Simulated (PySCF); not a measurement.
PySCF input file for BFH5NO2Si, SMILES OB(O)N[SiH2]F, TDDFT-PBE/def2-SVPD. Geometry optimised at B3LYP-D3(BJ)/def2-SVP. This is a generated structure with no PubChem entry under its InChIKey; it may be hypothetical. One conformer was computed; it need not be the lowest.

```python
import numpy as np
from pyscf import gto, scf, dft, tdscf

mol = gto.M(
    atom='''
    Si    1.37509002    0.25813746    0.17005889
    F     2.51867763   -0.90226301    0.08175983
    N    -0.12595987   -0.56230458   -0.11408133
    B    -1.40394077    0.06645904   -0.11872398
    O    -2.52510656   -0.68870216   -0.35607008
    O    -1.40547176    1.42443212    0.12318816
    H     1.45465491    0.86232280    1.52453335
    H     1.68740564    1.27068470   -0.87094562
    H    -0.09400522   -1.56179030   -0.29177691
    H    -3.35804459   -0.20622415   -0.34725153
    H    -2.26332026    1.85944656    0.12402257
    ''',
    basis='def2-SVPD',
    charge=0,
    spin=0,
    max_memory=1600,
    verbose=4,
)
mf = dft.RKS(mol, xc='pbe').density_fit(auxbasis='def2-universal-jkfit')
mf.grids.level = 3
mf.conv_tol = 1e-9
mf.max_cycle = 100
mf.kernel()
mf.grids = dft.Grids(mol).set(level=1).build(with_non0tab=True)  # coarser grid for the response kernel
td = tdscf.TDDFT(mf)
td.singlet = True
td.nstates = 10
td.conv_tol = 1e-4
td.positive_eig_threshold = 1e-6
td.kernel(x0=td.get_init_guess(mf, 15))
td.analyze()
tt = tdscf.TDA(mf)
tt.singlet = False
tt.nstates = 4
tt.conv_tol = 1e-4
tt.positive_eig_threshold = 1e-6
tt.kernel(x0=tt.get_init_guess(mf, 9))
tt.analyze(verbose=3)
```

Output:

```
PySCF version 2.14.0

[INPUT] verbose = 4
[INPUT] num. atoms = 11
[INPUT] num. electrons = 56
[INPUT] charge = 0
[INPUT] spin (= nelec alpha-beta = 2S) = 0
[INPUT] symmetry False subgroup None
[INPUT] Mole.unit = angstrom
[INPUT] Symbol           X                Y                Z      unit          X                Y                Z       unit  Magmom
[INPUT]  1 Si     1.375090020000   0.258137460000   0.170058890000 AA    2.598543534423   0.487809101891   0.321364727148 Bohr   0.0
[INPUT]  2 F      2.518677630000  -0.902263010000   0.081759830000 AA    4.759610916769  -1.705029981226   0.154503686691 Bohr   0.0
[INPUT]  3 N     -0.125959870000  -0.562304580000  -0.114081330000 AA   -0.238029656986  -1.062601654789  -0.215582469626 Bohr   0.0
[INPUT]  4 B     -1.403940770000   0.066459040000  -0.118723980000 AA   -2.653063550411   0.125589384102  -0.224355806618 Bohr   0.0
[INPUT]  5 O     -2.525106560000  -0.688702160000  -0.356070080000 AA   -4.771759833743  -1.301458463796  -0.672874932352 Bohr   0.0
[INPUT]  6 O     -1.405471760000   1.424432120000   0.123188160000 AA   -2.655956702210   2.691786589834   0.232791884189 Bohr   0.0
[INPUT]  7 H      1.454654910000   0.862322800000   1.524533350000 AA    2.748899385654   1.629553922968   2.880950499266 Bohr   0.0
[INPUT]  8 H      1.687405640000   1.270684700000  -0.870945620000 AA    3.188734520646   2.401246073675  -1.645848691190 Bohr   0.0
[INPUT]  9 H     -0.094005220000  -1.561790300000  -0.291776910000 AA   -0.177644120079  -2.951355931002  -0.551378449372 Bohr   0.0
[INPUT] 10 H     -3.358044590000  -0.206224150000  -0.347251530000 AA   -6.345784589177  -0.389707163771  -0.656210288036 Bohr   0.0
[INPUT] 11 H     -2.263320260000   1.859446560000   0.124022570000 AA   -4.277055423579   3.513844741665   0.234368690565 Bohr   0.0

nuclear repulsion = 293.681995154803
number of shells = 73
number of NR pGTOs = 251
number of NR cGTOs = 173
basis = def2-SVPD
ecp = {}


******** <class 'pyscf.df.df_jk.DFRKS'> ********
method = DFRKS
initial guess = minao
damping factor = 0
level_shift factor = 0
DIIS = <class 'pyscf.scf.diis.CDIIS'>
diis_start_cycle = 1
diis_space = 8
diis_damp = 0
SCF conv_tol = 1e-09
SCF conv_tol_grad = None
SCF max_cycles = 100
direct_scf = False
XC library pyscf.dft.libxc version 7.1.2
    S. Lehtola, C. Steigemann, M. J. T. Oliveira, and M. A. L. Marques,  SoftwareX 7, 1–5 (2018)
XC functionals = pbe
    J. P. Perdew, K. Burke, and M. Ernzerhof,  Phys. Rev. Lett. 77, 3865 (1996)
    J. P. Perdew, K. Burke, and M. Ernzerhof,  Phys. Rev. Lett. 78, 1396 (1997)
    J. P. Perdew, K. Burke, and M. Ernzerhof,  Phys. Rev. Lett. 77, 3865 (1996)
    J. P. Perdew, K. Burke, and M. Ernzerhof,  Phys. Rev. Lett. 78, 1396 (1997)
radial grids:
    Treutler-Ahlrichs [JCP 102, 346 (1995); DOI:10.1063/1.469408] (M4) radial grids

becke partition: Becke, JCP 88, 2547 (1988); DOI:10.1063/1.454033
pruning grids: <function nwchem_prune>
grids dens level: 3
symmetrized grids: False
atomic radii adjust function: <function treutler_atomic_radii_adjust>
small_rho_cutoff = 0
Set gradient conv threshold to 3.16228e-05
Initial guess from minao.
tot grids = 138600
init E= -622.225311059625
  HOMO = -0.319399781322233  LUMO = -0.0589988585946601  gap/eV = 7.08587
cycle= 1 E= -621.562408463832  delta_E= 0.663  |g|= 1.13  |ddm|= 4.96
  HOMO = -0.119636876560632  LUMO = -0.0191582121548981  gap/eV = 2.73416
cycle= 2 E= -620.798177355644  delta_E= 0.764  |g|= 2.27  |ddm|= 3.17
  HOMO = -0.23542655238549  LUMO = -0.0483596157328869  gap/eV = 5.09035
cycle= 3 E= -621.801703224337  delta_E=   -1  |g|= 0.118  |ddm|= 2.18
  HOMO = -0.24771769020459  LUMO = -0.0442041424351802  gap/eV = 5.53789
cycle= 4 E= -621.802113682848  delta_E= -0.00041  |g|= 0.115  |ddm|= 0.236
  HOMO = -0.236818876209177  LUMO = -0.0434978457737323  gap/eV = 5.26053
cycle= 5 E= -621.804711502208  delta_E= -0.0026  |g|= 0.015  |ddm|= 0.11
  HOMO = -0.237926613088473  LUMO = -0.0443830000846348  gap/eV = 5.26659
cycle= 6 E= -621.804774952565  delta_E= -6.35e-05  |g|= 0.00267  |ddm|= 0.0287
  HOMO = -0.237949358799749  LUMO = -0.0444953841752418  gap/eV = 5.26415
cycle= 7 E= -621.804775708258  delta_E= -7.56e-07  |g|= 0.00196  |ddm|= 0.00512
  HOMO = -0.237938302503346  LUMO = -0.0445065677249694  gap/eV = 5.26355
cycle= 8 E= -621.804776417855  delta_E= -7.1e-07  |g|= 0.00034  |ddm|= 0.00218
  HOMO = -0.237964696163106  LUMO = -0.0444989387514552  gap/eV = 5.26447
cycle= 9 E= -621.804776445049  delta_E= -2.72e-08  |g|= 4.22e-05  |ddm|= 0.000851
  HOMO = -0.237966407232414  LUMO = -0.044502430825764  gap/eV = 5.26442
cycle= 10 E= -621.804776445399  delta_E= -3.51e-10  |g|= 1.86e-05  |ddm|= 9.28e-05
  HOMO = -0.23796592388261  LUMO = -0.0445014333239317  gap/eV = 5.26444
Extra cycle  E= -621.804776445353  delta_E= 4.66e-11  |g|= 2.28e-05  |ddm|= 6.89e-05
converged SCF energy = -621.804776445353
tot grids = 44736
Overwritten attributes  positive_eig_threshold  of <class 'pyscf.tdscf.rks.CasidaTDDFT'>


******** <class 'pyscf.tdscf.rks.CasidaTDDFT'> for <class 'pyscf.df.df_jk.DFRKS'> ********
nstates = 10 singlet
deg_eia_thresh = 1.000e-03
wfnsym = None
conv_tol = 0.0001
eigh lindep = 1e-12
eigh level_shift = 0
eigh max_cycle = 100


Excitation energies (eV)
[5.28500046 6.17370844 6.75318257 6.77286073 6.95998715 6.98667194
 7.29384864 7.57070784 7.59571795 7.61467697]

** Singlet excitation energies and oscillator strengths **
Excited State   1:      5.28500 eV    234.60 nm  f=0.0001
      28 -> 29        0.70676
Excited State   2:      6.17371 eV    200.83 nm  f=0.0009
      28 -> 30        0.70623
Excited State   3:      6.75318 eV    183.59 nm  f=0.0002
      27 -> 29       -0.68339
      28 -> 31        0.17005
Excited State   4:      6.77286 eV    183.06 nm  f=0.0056
      27 -> 29        0.17174
      28 -> 31        0.68399
Excited State   5:      6.95999 eV    178.14 nm  f=0.0075
      26 -> 29        0.14380
      28 -> 32        0.68835
Excited State   6:      6.98667 eV    177.46 nm  f=0.0000
      26 -> 29        0.69078
      28 -> 32       -0.14161
Excited State   7:      7.29385 eV    169.98 nm  f=0.0221
      25 -> 29       -0.70347
Excited State   8:      7.57071 eV    163.77 nm  f=0.0156
      28 -> 34        0.56620
      28 -> 35       -0.41742
Excited State   9:      7.59572 eV    163.23 nm  f=0.0054
      27 -> 30        0.22827
      28 -> 34       -0.39557
      28 -> 35       -0.53503
Excited State  10:      7.61468 eV    162.82 nm  f=0.0066
      27 -> 30        0.66406
      28 -> 34        0.11590
      28 -> 35        0.19180

** Transition electric dipole moments (AU) **
state          X           Y           Z        Dip. S.      Osc.
  1        -0.0024     -0.0042      0.0299      0.0009      0.0001
  2        -0.0137     -0.0132      0.0762      0.0062      0.0009
  3         0.0014      0.0060     -0.0329      0.0011      0.0002
  4         0.0198      0.0325     -0.1794      0.0336      0.0056
  5         0.0224      0.0342     -0.2052      0.0438      0.0075
  6        -0.0017      0.0001     -0.0122      0.0002      0.0000
  7        -0.1792     -0.2943     -0.0686      0.1235      0.0221
  8         0.0305      0.0507     -0.2841      0.0842      0.0156
  9        -0.0071     -0.0269      0.1677      0.0289      0.0054
 10         0.0130      0.0325     -0.1851      0.0355      0.0066

** Transition velocity dipole moments (imaginary part, AU) **
state          X           Y           Z        Dip. S.      Osc.
  1        -0.0002     -0.0003      0.0029      0.0000      0.0000
  2        -0.0032     -0.0031      0.0181      0.0003      0.0010
  3         0.0003      0.0013     -0.0073      0.0001      0.0001
  4         0.0047      0.0077     -0.0423      0.0019      0.0050
  5         0.0057      0.0086     -0.0517      0.0028      0.0072
  6        -0.0007     -0.0005     -0.0003      0.0000      0.0000
  7        -0.0496     -0.0812     -0.0190      0.0094      0.0234
  8         0.0082      0.0135     -0.0758      0.0060      0.0144
  9        -0.0020     -0.0076      0.0471      0.0023      0.0055
 10         0.0042      0.0102     -0.0579      0.0035      0.0083

** Transition magnetic dipole moments (imaginary part, AU) **
state          X           Y           Z
  1        -0.1588     -0.0371     -0.0244
  2        -0.5229     -0.1033     -0.0680
  3         0.1943      0.1929      0.0462
  4        -0.7645      0.5540      0.0229
  5         0.0459     -0.0184     -0.0015
  6        -0.0920      0.5825      0.0843
  7         0.1024      0.1986     -1.1312
  8        -0.1992     -0.0139     -0.0263
  9        -0.3526      0.6730      0.0765
 10         0.3054      0.0908      0.0506
Overwritten attributes  positive_eig_threshold  of <class 'pyscf.tdscf.rks.TDA'>


******** <class 'pyscf.tdscf.rks.TDA'> for <class 'pyscf.df.df_jk.DFRKS'> ********
nstates = 4 triplet
deg_eia_thresh = 1.000e-03
wfnsym = None
conv_tol = 0.0001
eigh lindep = 1e-12
eigh level_shift = 0
eigh max_cycle = 100


Excitation energies (eV)
[5.20981147 6.03544611 6.58368518 6.59423036]

** Triplet excitation energies and oscillator strengths **
Excited State   1:      5.20981 eV    237.98 nm  f=0.0000
Excited State   2:      6.03545 eV    205.43 nm  f=0.0000
Excited State   3:      6.58369 eV    188.32 nm  f=0.0000
Excited State   4:      6.59423 eV    188.02 nm  f=0.0000
```

The calculation finished and met its thresholds.

Cost: very roughly 3 core-minutes.
